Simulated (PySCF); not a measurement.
[Zr2Cl]+, triplet: data card

Computed with UB3LYP/[Cl def2-SVP, Zr def2-SVP with ECP28], scalar-relativistic core potentials, density fitting, no spin–orbit coupling, PySCF.

The structure is a minimum.

| Property | Result |
| --- | --- |
| Point group | C2v |
| Bond lengths | Cl–Zr 2.507 Å (×2), Zr–Zr 2.312 Å |
| Bond angles | Cl–Zr–Zr 62.5° (×2), Zr–Cl–Zr 54.9° |
| Highest occupied level (α) | -9.42 eV |
| Zero-point energy | 5.1 kJ/mol |
| Rotational constants | 0.1163, 0.07017, 0.04377 cm⁻¹ |
| Heat capacity Cp at 298.15 K | 54.5 J/(mol K) |
| Enthalpy at 298.15 K above 0 K | 13.44 kJ/mol |
| Entropy at 298.15 K and 1 bar (electronic part: spin only) | 315.7 J/(mol K) |
| Principal polarisabilities | 85.1, 85.2, 139.2 bohr³ |
| Rotational symmetry number | 2 |
| Principal quadrupole moments (Buckingham, traceless) about the centre of mass | -10.63, -8.63, 19.27 D Å |
| Spin squared ⟨S²⟩ | 2.007 |
| Lowest empty level (β) | -7.61 eV |
| Dipole moment about the centre of mass | 3.56 D |

Harmonic modes (masses in u: Cl 34.969, Zr 89.905):
```json
{"symmetry": "b2", "ω (cm⁻¹)": "197", "IR (km/mol)": "0.2"}
{"symmetry": "a1", "ω (cm⁻¹)": "294", "IR (km/mol)": "11.8"}
{"symmetry": "a1", "ω (cm⁻¹)": "363", "IR (km/mol)": "19.3"}
```

In C2v the vibrations span b2 + 2a1. Here b1 is antisymmetric to the molecular plane and b2 lies in it.

Charges (e):
| atom | Mulliken | Löwdin | polar tensor | spin (Mulliken) | Mayer order to Cl1 |
| --- | --- | --- | --- | --- | --- |
| Cl1 | -0.17 | 0.35 | -0.33 | -0.01 | – |
| Zr2,3 | 0.59 | 0.33 | 0.66 | 1.01 | 0.72 |
Other Mayer orders above 0.3: Zr–Zr 3.09.

Mulliken populations on Cl1: s 5.95, p 11.20, d 0.02.

Outer orbital energies (eV). α occupied: -26.54, -14.82, -14.22, -13.87, -10.24, -10.21, -9.99, -9.42; empty: -6.97, -6.78, -6.30, -6.03. β occupied: -26.53, -14.75, -14.20, -13.83, -9.76, -9.73; empty: -7.61, -7.05, -6.74, -6.14.

This need not be the most stable arrangement of these atoms. Other spin states or occupations of the open shell can lie lower.

The final relaxation and frequency run took 20 s on 2 threads of a shared AMD EPYC 9R45 (Zen 5) host, with 80 basis functions and 7 gradients; the process peaked at 0.79 GiB.
